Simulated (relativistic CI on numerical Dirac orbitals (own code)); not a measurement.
# Slater and spin-orbit integrals, Xe30+

Method of calculation: Dirac-Coulomb-Breit CI, KLI orbitals optimised for each configuration, QED by a radiative potential, unscaled Slater integrals (own radial code, finite nucleus).

Slater integrals F^k, G^k are unscaled and averaged over j, outside the closed core [Ne]; ζ comes from projecting the Hamiltonian with its Breit term on Σ l·s of the shell.

- 3s2 3p6 3d6: F^2(3d,3d) = 391900, F^4(3d,3d) = 252370, ζ(3d) = 47316 cm⁻¹; <r>(3d) = 0.2589, <r^2>(3d) = 0.07811 (bohr units).
- 3s2 3p5 3d7: ζ(3p) = 369450, F^2(3d,3d) = 391040, F^4(3d,3d) = 251780, F^2(3p,3d) = 345480, G^1(3p,3d) = 377520, G^3(3p,3d) = 249190, ζ(3d) = 46738 cm⁻¹; <r>(3p) = 0.2874, <r^2>(3p) = 0.09544, <r>(3d) = 0.2594, <r^2>(3d) = 0.07843 (bohr units).
- 3s2 3p4 3d8: F^2(3p,3p) = 344570, ζ(3p) = 369120, F^2(3d,3d) = 390160, F^4(3d,3d) = 251190, F^2(3p,3d) = 345060, G^1(3p,3d) = 377460, G^3(3p,3d) = 249020, ζ(3d) = 46166 cm⁻¹; <r>(3p) = 0.2877, <r^2>(3p) = 0.09566, <r>(3d) = 0.2599, <r^2>(3d) = 0.07875 (bohr units).

Give the Racah parameters of the d shell in 3s2 3p6 3d6.

B = F²/49 − 5F⁴/441 = 5137 cm⁻¹ and C = 35F⁴/441 = 20029 cm⁻¹.

Averages of the first 10 configurations, taken without configuration mixing, which lowers the lowest level and can move excited configurations by several eV; other configurations of the list can lie among them:

```csv
Configuration,Parity,States,Average energy above the lowest level (eV)
3s2 3p6 3d6,even,210,33.7
3s2 3p5 3d7,odd,720,287.9
3s2 3p4 3d8,even,675,547.4
3s 3p6 3d7,even,240,475.1
3p6 3d8,even,45,923.7
3s 3p5 3d8,odd,540,728.0
3s2 3p6 3d5 4s,even,504,768.5
3s2 3p6 3d5 4p,odd,1512,836.6
3s2 3p6 3d5 4d,even,2520,929.8
3s2 3p4 3d7 4s,even,3600,1269.8
```
